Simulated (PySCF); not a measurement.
HfOBr2, SMILES [O]=[Hf]([Br])[Br], multiplicity 1.

Coordinates come from a PBE-D3(BJ)/def2-SVP optimisation. The spin state was assumed, not searched. The def2 effective core potentials stand for the cores of Hf; spin–orbit coupling is left out.

Method: PBE-D3(BJ)/def2-SVP (PySCF).

Frequencies are harmonic and unscaled.

Problem. Give all harmonic wavenumbers and intensities. (The exact figures need the calculation; the answer reports its results.)

Solution. 
| mode | ν (cm⁻¹) | IR (km/mol) | moving atoms (share of kinetic energy) |
|---|---|---|---|
| 1 | 50 | 5.3 | Br 73 %, Hf 25 % |
| 2 | 110 | 18.1 | O 66 %, Hf 18 %, Br 16 % |
| 3 | 169 | 1.2 | O 79 %, Br 21 % |
| 4 | 235 | 12.7 | Br 77 %, Hf 23 % |
| 5 | 268 | 50.8 | Br 48 %, Hf 43 %, O 8 % |
| 6 | 911 | 122.6 | O 92 %, Hf 8 % |
